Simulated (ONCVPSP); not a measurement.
Potentials for Ar compared

Generated with ld1.x 7.5 (TM, RRKJ, ultrasoft, PAW), atompaw 4.2 or ONCVPSP 4.0.1. The cutoff is in Ry: for ld1.x and atompaw files where the sum of valence levels is converged to 10 mRy in a Bessel basis, for ONCV files where the hardest occupied wave has 1 mHa per electron of residual kinetic energy. The error is the largest all-electron minus pseudo excitation energy over each file’s own four to seven test configurations (ionisations up to +4, promotions, holes and added fractions of an electron), all of which were solved. The labels leave out finer settings (local radius, basis sizes, second energies), which also bear on the numbers. Spin-polarised tests are not counted. The rows are a selection from randomly drawn settings: files with unsolved tests, undetermined cutoffs or missed reference levels are left out.

A true bound ghost makes a file unfit for plane-wave use even where its test errors are small: the radial tests pick states by their node count and pass the ghost by.

```csv
potential,cutoff (Ry),largest error (meV),bound ghosts
"ONCV, BLYP, scalar-relativistic, rc 1.25/1.30 (sp), local s, core correction yes, reference 3s2 3p4, qcut 4.5/6.7, projectors 0/2",187,+122,none
"ONCV, LDA (Perdew-Zunger), scalar-relativistic, rc 0.70/0.55/0.65 (spd), local smoothed, core correction no, reference 2s2 2p6 3s2 3p6, qcut 18.8/31.3/15.5, projectors 2/3/2",646,+9.9,none
"ONCV, LDA (Perdew-Wang 92), scalar-relativistic, rc 1.25/1.10 (sp), local smoothed, core correction yes, reference 3s2 3p6, qcut 4.3/9, projectors 1/2",188,+99,none
"ONCV, PBE, scalar-relativistic, rc 1.10/0.95/1.20 (spd), local smoothed, core correction yes, reference 3s2 3p5, qcut 6.2/9.2/8.4, projectors 3/2/1",174,+18,"s, p"
"ONCV, PBE, scalar-relativistic, rc 1.25/1.30/1.35 (spd), local smoothed, core correction yes, reference 3s2 3p6, qcut 6/5.8/8.3, projectors 2/1/2",36,+73,none
"ONCV, PBE, scalar-relativistic, rc 1.05/0.95/1.15 (spd), local smoothed, core correction yes, reference 3s2 3p6, qcut 6.2/10.2/9.9, projectors 2/2/1",97,+23,p
```

(1) Fill in the row for Ar: ONCV, PBE, scalar-relativistic, rc 0.55/0.80/0.85 (spd), local smoothed, core correction yes, reference 2s2 2p6 3s2 3p6, qcut 21.6/18.5/12.7, projectors 2/3/1.

Answers

(1) cutoff 402 Ry, largest error +22 meV, bound ghosts: none.
